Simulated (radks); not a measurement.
Question: These are the eigenvalues of the occupied orbitals of an atom or ion with whole-number occupations (eV). Calculated with a radial shooting solver on a logarithmic mesh with Libxc functionals: non-relativistic Kohn-Sham, TPSS, spin-unpolarised, spherical densities, point nucleus; meta-GGA in the generalised Kohn-Sham scheme.

| orbital | eigenvalue |
|---|---|
| 1s | -22402.42 |
| 2s | -3190.224 |
| 2p | -2955.763 |
| 3s | -573.0129 |
| 3p | -479.9586 |
| 3d | -309.3552 |
| 4s | -82.1007 |
| 4p | -54.0197 |
| 4d | -10.7589 |
| 5d | -0.7075 |

Which element is it, and in what charge state? The configuration may be excited.

Answer: Z = 45, rhodium, charge 0: Rh in [Kr] 4d8 5d1. The list shows which subshells hold electrons but not how many an open one holds; the 1s level, -823.27 hartree, gives Z - s = 40.6 by -(Z - s)^2/2, which with screening narrows Z to a few neighbours, and the depths of the outer levels then fix element, charge and occupations together.
